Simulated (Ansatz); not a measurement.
Reaction (formal exchange of groups at the Si–C bond): `CC[SiH2]SC` + `C#[C][AlH][NH2]` → `CS[SiH2][AlH][NH2]` + `C#CCC`

Computed with Ansatz on PBE0-D4/def2-TZVP structures; ΔE is electronic, products minus reactants. CCSD(T)/CBS adds triple-zeta CCSD(T) − MP2 to the extrapolated MP2 energy (def2 sets, frozen cores). DFT in def2-TZVPP. B3LYP here is the variant with VWN-RPA as its local correlation; programs differ in this. Each species was taken in one conformer, which may not be the lowest.

`CC[SiH2]SC`:

Z-matrix (Å, degrees):
```
C
C 1 1.524
H 1 1.093 2 111.2
H 1 1.093 2 111.6 3 -120.5
H 1 1.093 2 111.3 3 119.3
Si 2 1.875 1 113.9 3 -58.8
H 2 1.097 1 110.9 3 -179.6
H 2 1.096 1 110.7 3 63.5
S 6 2.132 2 112.9 1 58.0
H 6 1.491 2 109.2 1 -179.9
H 6 1.487 2 110.9 1 -58.8
C 9 1.816 6 99.5 2 63.9
H 12 1.090 9 111.0 6 56.2
H 12 1.090 9 106.9 6 174.7
H 12 1.090 9 111.4 6 -66.7
```

`C#[C][AlH][NH2]`:

Cartesian coordinates in Å:
```
C -1.085 -2.064 -0.919
C -0.465 -1.224 -0.306
Al 0.524 0.072 0.684
N 0.441 1.745 0.138
H -1.631 -2.804 -1.460
H 1.391 -0.303 1.944
H -0.091 2.062 -0.656
H 0.916 2.517 0.576
```

`CS[SiH2][AlH][NH2]`:

Cartesian coordinates in Å:
```
C 1.494 -1.021 1.020
S 1.500 -1.547 -0.716
Si 0.601 0.181 -1.628
Al -1.660 0.369 -0.703
N -1.819 1.096 0.904
H 1.887 -1.853 1.605
H 2.139 -0.153 1.166
H 0.485 -0.792 1.369
H 1.477 1.373 -1.406
H 0.627 -0.132 -3.084
H -2.974 -0.233 -1.357
H -1.076 1.551 1.410
H -2.681 1.161 1.421
```

`C#CCC`:

Cartesian coordinates in Å:
```
C -0.293 -1.969 1.129
C 0.120 -1.075 0.442
C 0.597 0.022 -0.383
C -0.345 1.223 -0.373
H -0.652 -2.765 1.737
H 1.589 0.323 -0.031
H 0.732 -0.339 -1.408
H 0.051 2.022 -1.004
H -1.331 0.946 -0.749
H -0.468 1.612 0.639
```

| level | ΔE (kJ/mol) | difference from CCSD(T)/CBS |
| --- | --- | --- |
| PBE-D4 | 53.5 | -24.0 |
| r2SCAN-D4 | 70.9 | -6.6 |
| PBE0-D4 | 58.4 | -19.1 |
| B3LYP-D4 | 70.4 | -7.1 |
| ωB97X-V | 71.6 | -5.9 |
| ωB97M-V | 80.7 | 3.2 |
| B2PLYP | 76.0 | -1.5 |
| PBE | 52.4 | -25.1 |
| PBE0 | 57.5 | -20.0 |
| B3LYP | 68.7 | -8.8 |
| MP2/def2-TZVPP | 84.8 | 7.3 |
| CCSD/def2-TZVPP | 77.4 | -0.1 |
| HF/def2-QZVPP | 81.2 | 3.7 |
| MP2/def2-QZVPP | 85.3 | 7.8 |
| HF/CBS(def2) | 81.3 | 3.8 |
| CCSD/CBS(def2) | 77.9 | 0.4 |
| CCSD(T)/CBS | 77.5 | 0 |

Largest T1 diagnostic among the species: 0.013.

From PBE to PBE0 (25 % exact exchange), in def2-TZVPP and without D4, ΔE moves by +5.2 kJ/mol.
